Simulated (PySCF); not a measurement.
C₂H₈O₂Si₂, SMILES O[Si@H]1C[SiH2]CO1. Geometry: PBE-D3(BJ)/def2-SVP. The structure was generated by enumeration; whether it is a known compound was not checked. One conformer was computed; it need not be the lowest.

Problem. Give the equilibrium geometry at PBE-D3(BJ)/def2-SVP (PySCF confirms it by a frequency run) as Cartesian coordinates in Å. (Estimate from the structure and the level; the computed values follow.)

Solution. One answer among several that fit: 
```xyz
14

O      2.3789     0.3368     0.3931
Si     1.0347     0.2239    -0.5977
C      0.0480    -1.3866    -0.4400
Si    -1.4554    -0.8546     0.5839
C     -1.4637     1.0152     0.1095
O     -0.1124     1.3958    -0.1714
H      2.1902     0.3568     1.3477
H      1.5832     0.4841    -1.9630
H      0.6404    -2.2073     0.0102
H     -0.2782    -1.7167    -1.4499
H     -2.7427    -1.5637     0.2573
H     -1.1678    -1.0130     2.0552
H     -1.8588     1.6592     0.9249
H     -2.1130     1.1979    -0.7792
```
Charge 0, spin multiplicity 1.
